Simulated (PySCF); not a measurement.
PySCF job for C3H7BFN, SMILES C1CB(F)NC1, TDA-B3LYP/def2-SVPD. The structure is a stationary point at PBE0-D3(BJ)/def2-SVP. The structure was generated by enumeration, and PubChem lists no compound with its InChIKey, so it may never have been made. The values are those of a single conformer.

```python
import numpy as np
from pyscf import gto, scf, dft, tdscf

mol = gto.M(
    atom='''
    F     1.65601110    1.06528729    0.96245642
    B     0.64314250    0.43717593    0.35656439
    C    -0.60823895    1.08111638   -0.36179669
    C    -1.51734899   -0.14848653   -0.51984378
    C    -0.58458139   -1.36972663   -0.55358417
    N     0.56508198   -0.95472393    0.22938858
    H    -1.08637850    1.91476801    0.17313502
    H    -0.28724208    1.47986989   -1.34216297
    H    -2.17599426   -0.11405966   -1.40105777
    H    -2.16955963   -0.22864685    0.36513945
    H    -0.29285059   -1.61750233   -1.59307920
    H    -1.06838269   -2.26865334   -0.13573792
    H     1.26603729   -1.63359276    0.49446165
    ''',
    basis='def2-SVPD',
    charge=0,
    spin=0,
    max_memory=1600,
    verbose=4,
)
mf = dft.RKS(mol, xc='b3lyp').density_fit(auxbasis='def2-universal-jkfit')
mf.grids.level = 3
mf.conv_tol = 1e-9
mf.max_cycle = 100
mf.kernel()
mf.grids = dft.Grids(mol).set(level=1).build(with_non0tab=True)  # coarser grid for the response kernel
td = tdscf.TDA(mf)
td.singlet = True
td.nstates = 10
td.conv_tol = 1e-4
td.positive_eig_threshold = 1e-6
td.kernel(x0=td.get_init_guess(mf, 15))
td.analyze()
tt = tdscf.TDA(mf)
tt.singlet = False
tt.nstates = 4
tt.conv_tol = 1e-4
tt.positive_eig_threshold = 1e-6
tt.kernel(x0=tt.get_init_guess(mf, 9))
tt.analyze(verbose=3)
```

Program output:

```
PySCF version 2.14.0

[INPUT] verbose = 4
[INPUT] num. atoms = 13
[INPUT] num. electrons = 46
[INPUT] charge = 0
[INPUT] spin (= nelec alpha-beta = 2S) = 0
[INPUT] symmetry False subgroup None
[INPUT] Mole.unit = angstrom
[INPUT] Symbol           X                Y                Z      unit          X                Y                Z       unit  Magmom
[INPUT]  1 F      1.656011100000   1.065287290000   0.962456420000 AA    3.129407438240   2.013101222080   1.818779040629 Bohr   0.0
[INPUT]  2 B      0.643142500000   0.437175930000   0.356564390000 AA    1.215363184068   0.826142775952   0.673809042873 Bohr   0.0
[INPUT]  3 C     -0.608238950000   1.081116380000  -0.361796690000 AA   -1.149405033793   2.043013866981  -0.683696656874 Bohr   0.0
[INPUT]  4 C     -1.517348990000  -0.148486530000  -0.519843780000 AA   -2.867374026485  -0.280598874887  -0.982362371759 Bohr   0.0
[INPUT]  5 C     -0.584581390000  -1.369726630000  -0.553584170000 AA   -1.104698724618  -2.588408196223  -1.046122468195 Bohr   0.0
[INPUT]  6 N      0.565081980000  -0.954723930000   0.229388580000 AA    1.067850180127  -1.804166752268   0.433481592303 Bohr   0.0
[INPUT]  7 H     -1.086378500000   1.914768010000   0.173135020000 AA   -2.052957832616   3.618387130978   0.327177770371 Bohr   0.0
[INPUT]  8 H     -0.287242080000   1.479869890000  -1.342162970000 AA   -0.542808862650   2.796548792090  -2.536320427833 Bohr   0.0
[INPUT]  9 H     -2.175994260000  -0.114059660000  -1.401057770000 AA   -4.112033200026  -0.215541519261  -2.647615469994 Bohr   0.0
[INPUT] 10 H     -2.169559630000  -0.228646850000   0.365139450000 AA   -4.099873511613  -0.432079925745   0.690013557774 Bohr   0.0
[INPUT] 11 H     -0.292850590000  -1.617502330000  -1.593079200000 AA   -0.553407410517  -3.056636409546  -3.010483382741 Bohr   0.0
[INPUT] 12 H     -1.068382690000  -2.268653340000  -0.135737920000 AA   -2.018950680326  -4.287133484180  -0.256507493518 Bohr   0.0
[INPUT] 13 H      1.266037290000  -1.633592760000   0.494461650000 AA    2.392463741587  -3.087042915472   0.934397097601 Bohr   0.0

nuclear repulsion = 229.560889345329
number of shells = 77
number of NR pGTOs = 253
number of NR cGTOs = 179
basis = def2-SVPD
ecp = {}


[settings echo left out]
init E= -298.441218995057
  HOMO = -0.305268696741986  LUMO = -0.0299978227773887  gap/eV = 7.49050
cycle= 1 E= -297.823105203049  delta_E= 0.618  |g|= 0.57  |ddm|= 5.87
  HOMO = -0.203378440199804  LUMO = 0.0190397249720924  gap/eV = 6.05231
cycle= 2 E= -297.770907785553  delta_E= 0.0522  |g|= 0.793  |ddm|= 1.58
  HOMO = -0.266895452065981  LUMO = 0.00750540280654866  gap/eV = 7.46683
cycle= 3 E= -297.892241942921  delta_E= -0.121  |g|= 0.0535  |ddm|= 0.841
  HOMO = -0.267466952349691  LUMO = 0.00697580582185164  gap/eV = 7.46797
cycle= 4 E= -297.892630665928  delta_E= -0.000389  |g|= 0.0298  |ddm|= 0.0977
  HOMO = -0.26661449090783  LUMO = 0.00741402330548491  gap/eV = 7.45670
cycle= 5 E= -297.892822742077  delta_E= -0.000192  |g|= 0.00535  |ddm|= 0.0475
  HOMO = -0.267105437077108  LUMO = 0.00729978672105869  gap/eV = 7.46695
cycle= 6 E= -297.892828422319  delta_E= -5.68e-06  |g|= 0.00196  |ddm|= 0.0137
  HOMO = -0.266893846811589  LUMO = 0.00732047883676268  gap/eV = 7.46175
cycle= 7 E= -297.892829238142  delta_E= -8.16e-07  |g|= 0.000375  |ddm|= 0.00235
  HOMO = -0.266926364141564  LUMO = 0.0073179541754782  gap/eV = 7.46257
cycle= 8 E= -297.892829265207  delta_E= -2.71e-08  |g|= 9.96e-05  |ddm|= 0.000624
  HOMO = -0.266923084056792  LUMO = 0.00731780930244508  gap/eV = 7.46247
cycle= 9 E= -297.892829267367  delta_E= -2.16e-09  |g|= 3.01e-05  |ddm|= 0.00018
  HOMO = -0.266923933982054  LUMO = 0.00731789922303916  gap/eV = 7.46250
cycle= 10 E= -297.892829267581  delta_E= -2.14e-10  |g|= 3.41e-06  |ddm|= 5.13e-05
  HOMO = -0.266923725438256  LUMO = 0.00731793844893236  gap/eV = 7.46250
Extra cycle  E= -297.892829267581  delta_E= -3.41e-13  |g|= 3.67e-06  |ddm|= 1.47e-05
converged SCF energy = -297.892829267581
tot grids = 48448
Overwritten attributes  positive_eig_threshold  of <class 'pyscf.tdscf.rks.TDA'>


******** <class 'pyscf.tdscf.rks.TDA'> for <class 'pyscf.df.df_jk.DFRKS'> ********
nstates = 10 singlet
deg_eia_thresh = 1.000e-03
wfnsym = None
conv_tol = 0.0001
eigh lindep = 1e-12
eigh level_shift = 0
eigh max_cycle = 100


Excitation energies (eV)
[6.46647226 7.23371609 7.44707334 7.77443961 7.84477449 7.90926412
 8.28694094 8.30176857 8.51093796 8.55482725]

** Singlet excitation energies and oscillator strengths **
Excited State   1:      6.46647 eV    191.73 nm  f=0.0017
      23 -> 24       -0.69692
Excited State   2:      7.23372 eV    171.40 nm  f=0.0125
      23 -> 25        0.69974
Excited State   3:      7.44707 eV    166.49 nm  f=0.0027
      23 -> 26        0.37628
      23 -> 27       -0.56876
      23 -> 29        0.11929
Excited State   4:      7.77444 eV    159.48 nm  f=0.0399
      22 -> 24       -0.44790
      23 -> 26       -0.41099
      23 -> 27       -0.30022
      23 -> 28       -0.10790
Excited State   5:      7.84477 eV    158.05 nm  f=0.0821
      22 -> 24        0.52657
      23 -> 26       -0.31453
      23 -> 27       -0.21419
      23 -> 28       -0.22439
Excited State   6:      7.90926 eV    156.76 nm  f=0.0949
      22 -> 24        0.10356
      23 -> 26       -0.19961
      23 -> 28        0.65390
Excited State   7:      8.28694 eV    149.61 nm  f=0.0053
      22 -> 26       -0.34158
      22 -> 27       -0.15869
      23 -> 29        0.57620
Excited State   8:      8.30177 eV    149.35 nm  f=0.0244
      22 -> 26        0.52237
      22 -> 27        0.21759
      23 -> 27        0.11646
      23 -> 29        0.37725
Excited State   9:      8.51094 eV    145.68 nm  f=0.0314
      22 -> 25       -0.68288
Excited State  10:      8.55483 eV    144.93 nm  f=0.0214
      23 -> 30       -0.69187

** Transition electric dipole moments (AU) **
state          X           Y           Z        Dip. S.      Osc.
  1        -0.0868      0.0251      0.0501      0.0107      0.0017
  2        -0.0238     -0.0261      0.2633      0.0706      0.0125
  3        -0.0439      0.0857     -0.0759      0.0150      0.0027
  4        -0.0398     -0.4494     -0.0766      0.2094      0.0399
  5         0.1205     -0.6149      0.1857      0.4271      0.0821
  6         0.0092     -0.4490     -0.5368      0.4898      0.0949
  7         0.0271     -0.0362      0.1551      0.0261      0.0053
  8         0.1688      0.2995     -0.0414      0.1199      0.0244
  9         0.2752      0.1271      0.2424      0.1506      0.0314
 10         0.2757      0.1596     -0.0282      0.1023      0.0214

** Transition velocity dipole moments (imaginary part, AU) **
state          X           Y           Z        Dip. S.      Osc.
  1        -0.0134     -0.0019      0.0128      0.0003      0.0010
  2        -0.0088     -0.0092      0.0527      0.0029      0.0074
  3         0.0057      0.0070     -0.0301      0.0010      0.0024
  4        -0.0308     -0.0186     -0.0138      0.0015      0.0035
  5         0.0250     -0.0860      0.0484      0.0104      0.0240
  6         0.0104     -0.0682     -0.1142      0.0178      0.0408
  7         0.0370      0.0045     -0.0299      0.0023      0.0050
  8         0.0229      0.0436      0.0228      0.0029      0.0064
  9         0.0867      0.0090      0.0703      0.0125      0.0267
 10         0.0677      0.0297     -0.0143      0.0057      0.0120

** Transition magnetic dipole moments (imaginary part, AU) **
state          X           Y           Z
  1        -0.0370      0.4328      0.1872
  2         0.4308     -0.0566      0.3709
  3         0.0214     -0.2276      0.0858
  4        -0.0997     -0.0377      0.5224
  5        -0.5814      0.1531      0.9514
  6        -0.3889      0.2954      0.5068
  7        -0.5458     -0.0144     -0.4124
  8         0.5748      0.3925     -0.0189
  9        -0.3069     -0.4001      0.4255
 10         0.0969      0.1660      0.0639


******** <class 'pyscf.tdscf.rks.TDA'> for <class 'pyscf.df.df_jk.DFRKS'> ********
nstates = 4 triplet
deg_eia_thresh = 1.000e-03
wfnsym = None
conv_tol = 0.0001
eigh lindep = 1e-12
eigh level_shift = 0
eigh max_cycle = 100


Excitation energies (eV)
[6.25552349 6.34446716 7.11634486 7.32725392]

** Triplet excitation energies and oscillator strengths **
Excited State   1:      6.25552 eV    198.20 nm  f=0.0000
Excited State   2:      6.34447 eV    195.42 nm  f=0.0000
Excited State   3:      7.11634 eV    174.22 nm  f=0.0000
Excited State   4:      7.32725 eV    169.21 nm  f=0.0000
```

Self-consistency was reached.

Cost: roughly 3 core-minutes.
